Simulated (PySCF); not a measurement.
## Excitation energy of Mo⁺ by level of theory

Mo⁺ [Kr] 4d5 (6S) → Mo⁺ [Kr] 4d4 5s1 (6D), as a difference of total energies. All numbers are calculated (PySCF 2.14, scalar relativity through the core potential, in aug-cc-pVDZ-PP with ECP28MDF). Correlated levels: valence: 4s2 4p6 frozen. The calculations carry no spin-orbit coupling.

```csv
method,excitation energy (eV)
UHF,1.505
LDA,1.424
PBE,1.471
PBE0,1.606
r2SCAN,1.402
PBEsol,1.482
B3LYP,1.451
HSE06,1.569
BLYP,1.331
MP2 (valence),1.662
SCS-MP2 (valence),1.557
```

Problem. How much does correlation contribute at MP2 (valence)?

Solution. 1.662 − (1.505) = 0.157 eV, measured against UHF.

Errors of the correlated levels include the incompleteness of this basis and the frozen core.

For comparison: 1.587 eV (measured; NIST levels, between the centres of gravity of the two terms).
